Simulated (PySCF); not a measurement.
BiBrH₂Te₂. Atoms are numbered in the order given.

```xyz
6

Bi    -0.0567     0.1804     0.9229
Br    -1.9183    -1.6892     0.5202
Te    -0.9300     1.7025    -1.3758
H      0.3861     2.7299    -1.2322
Te     2.2493    -0.8768    -0.4426
H      2.8609    -1.5208     0.9806
```
Charge 0, spin multiplicity 1.

The structure is a stationary point at B3LYP-D3(BJ)/def2-SVP. The structure was generated by enumeration; whether it is a known compound was not checked. The def2 effective core potentials stand for the cores of Bi, Te; spin–orbit coupling is left out.

Method: B3LYP-D3(BJ)/def2-SVP (PySCF 2.14.0).

Frequencies are harmonic and unscaled.

```csv
mode,ν (cm⁻¹),IR (km/mol),Raman (Å⁴/amu),depolarisation,moving atoms (share of kinetic energy)
1,40,0.0,4.8,0.73,"Te 71 %, Br 15 %, Bi 11 %"
2,47,0.6,4.4,0.75,"Br 53 %, Te 37 %, Bi 9 %"
3,53,0.8,6.0,0.59,"Te 36 %, Br 33 %, Bi 27 %"
4,112,0.6,9.4,0.68,H 93 %
5,156,9.8,7.2,0.70,"Te 58 %, Bi 41 %"
6,159,4.7,14.8,0.11,"Te 60 %, Bi 39 %"
7,198,0.4,12.4,0.74,H 94 %
8,205,22.4,12.9,0.20,"Br 70 %, Bi 25 %"
9,502,4.1,28.5,0.35,H 98 %
10,513,11.7,18.4,0.75,H 98 %
11,2075,56.5,301.7,0.31,H 99 %
12,2088,43.6,178.6,0.33,H 99 %
```
